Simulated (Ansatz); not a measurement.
Reaction (isomerisation): `O[SiH2]N[SiH2][SiH3]` → `N[SiH2]O[SiH2][SiH3]`

Isolated molecules relaxed with PBE0-D4/def2-TZVP in Ansatz; ΔE leaves out vibrations. CCSD(T)/CBS is the MP2 limit (def2-TZVPP, def2-QZVPP) plus CCSD(T) − MP2 in def2-TZVPP, frozen cores. DFT in def2-TZVPP. One conformer a species, not always the lowest.

```csv
level,ΔE (eV)
r2SCAN,-0.53
MP2/CBS(def2),-0.50
```

**Question.** What does CCSD(T)/CBS give? (Best estimate.)

**Answer.** Ansatz gave: -0.51 eV. The listed levels differ from it by -0.02, 0.01 eV.

Largest T1 diagnostic among the species: 0.012.

In def2-TZVPP, CCSD(T) changes the Hartree–Fock value by +0.15 eV (the triples alone add +0.02 eV) and MP2 by +0.15 eV.
